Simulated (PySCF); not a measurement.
C6H5Cl, SMILES Clc1ccccc1. The structure is a stationary point at PBE0-D3(BJ)/def2-SVP.

Method: PBE0-D3(BJ)/def2-SVP in PySCF.

Harmonic wavenumbers (cm⁻¹): 191, 300, 421, 425, 488, 625, 714, 724, 764, 851, 930, 997, 1015, 1022, 1056, 1097, 1128, 1169, 1183, 1312, 1392, 1484, 1516, 1669, 1673, 3208, 3217, 3229, 3236, 3238. Rotational constants (GHz): 5.679, 1.564, 1.226; symmetry number 2.

Task: Work out the zero-point energy and the ideal-gas rigid-rotor harmonic-oscillator thermochemistry at 298.15 K and 1 atm.

Result: ZPE = ½ Σ hcν = ½ × 40274 cm⁻¹ = 240.89 kJ/mol. H − E(el) = 257.67 kJ/mol. Entropy in J/(mol K): translation 167.66, rotation 110.47, vibration 34.40, total 312.53. G − E(el) = 164.49 kJ/mol. Cp = 95.31 J/(mol K).
